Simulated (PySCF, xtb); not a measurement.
Cl2HMoNO, SMILES [Mo]([Cl])(=[NH])(=[O])[Cl], multiplicity 1.

GFN2-xTB (xtb) at its own geometry gives an orbital gap of 2.76 eV and a dipole moment of 2.95 D.

Geometry optimised at PBE-D3(BJ)/def2-SVP. The multiplicity is an assumed one; no other spin state was optimised. The structure was generated by enumeration; whether it is a known compound was not checked. The def2 effective core potentials stand for the cores of Mo; spin–orbit coupling is left out.

**Question.** What does PBE/def2-TZVP (PySCF) give? (The exact figures need the calculation; the answer reports its results.)

**Answer.** gap 3.47 eV (levels -7.56 and -4.09 eV), dipole 1.74 D.
